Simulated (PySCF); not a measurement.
**Electron correlation in Au²⁺ (gold, charge +2)**

Starting occupation: [Xe] 4f14 5d9, 5d3/2 with m_j = -1/2, +1/2, +3/2, 5d5/2 with m_j = -5/2, -3/2, -1/2, +1/2, +3/2, +5/2. All numbers are calculated (PySCF 2.14, X2C-1e with screened-nucleus spin-orbit coupling, Gaussian nucleus, in x2c-TZVPall-2c (11s11p10d2f, 108 functions)). Frozen: [Kr] 4d10 4f14; 17 electrons correlated; the 34 highest virtual spinors left out.

MP2 pair energies summed by pair of shells (mhartree):

| pair | energy | share (%) |
| --- | --- | --- |
| 5d3/2-5d5/2 | -84.05 | 25.8 |
| 5d5/2-5d5/2 | -78.19 | 24.0 |
| 5d5/2-5p3/2 | -35.46 | 10.9 |
| 5d5/2-5p1/2 | -21.45 | 6.6 |
| 5d3/2-5p3/2 | -19.73 | 6.1 |
| 5d3/2-5d3/2 | -15.00 | 4.6 |
| 5p1/2-5p3/2 | -12.72 | 3.9 |
| 5d3/2-5p1/2 | -12.03 | 3.7 |
| 5p3/2-5p3/2 | -11.57 | 3.6 |
| 5d5/2-5s1/2 | -10.37 | 3.2 |
| 5p3/2-5s1/2 | -8.75 | 2.7 |
| 5d3/2-5s1/2 | -5.28 | 1.6 |
| 5p1/2-5s1/2 | -4.50 | 1.4 |
| 5p1/2-5p1/2 | -3.60 | 1.1 |
| 5s1/2-5s1/2 | -2.48 | 0.8 |

Total MP2 correlation energy: -325.17 mhartree.

This basis was not built for core-valence correlation, so the inner-shell part is incomplete.
